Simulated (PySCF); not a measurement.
# GeI⁺ at PBE0

Level: PBE0. basis Ge def2-SVP, I def2-SVP with ECP28; scalar-relativistic core potentials; PySCF 2.14.

- state: triplet, unpaired electrons π ↑↑, a mixture of terms (⟨Lz²⟩ = 2.0), a second solution, started from another occupation
- bond length: 5.357 bohr
- harmonic wavenumber: 153 cm⁻¹
- force constant: 0.643 mdyn/Å
- rotational constant Be: 0.04491 cm⁻¹
- anharmonicity ωexe: 0.592 cm⁻¹
- vibration–rotation constant αe: 0.000216 cm⁻¹
- energy of the minimum from ground-state Ge⁺ + I: -1.32 eV
- bond order (Mayer): 0.72
- dipole moment (positive dipole points towards I; it is taken about the centre of mass and depends on that origin): -2.48 D

Spin–orbit coupling is left out, which matters for elements this heavy, above all for dissociation energies. For an ion De counts to the pair picked by the measured ionisation energies or electron affinities, which need not be the lowest pair at this level. Counting both spins, an empty level lies below a filled one in this solution, because spin and occupation are held.
